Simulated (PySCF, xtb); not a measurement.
CH₆O₃Si, SMILES C[Si](O)(O)O (connectivity only; charge and spin as stated), charge -1, multiplicity 2. Other conformers were not sampled.

Harmonic wavenumbers (cm⁻¹) from GFN2-xTB (xtb 6.7.1) at its own minimum, in rising order: 91, 150, 205, 216, 273, 292, 303, 328, 350, 422, 557, 652, 710, 767, 784, 819, 916, 970, 1323, 1530, 1535, 2957, 2993, 2999, 3667, 3682, 3690.

Q: What does TPSSh-D3(BJ)/def2-SVPD run with PySCF give at its own minimum? (The exact figures need the calculation; the answer reports its results.)

A: 136, 147, 181, 231, 298, 313, 317, 452, 463, 502, 626, 693, 718, 738, 781, 838, 926, 986, 1196, 1430, 1436, 2951, 3057, 3092, 3780, 3819, 3820. Paired by order, the mean absolute difference is 57 cm⁻¹ and the zero-point energies are 47.4 and 48.5 kcal/mol.
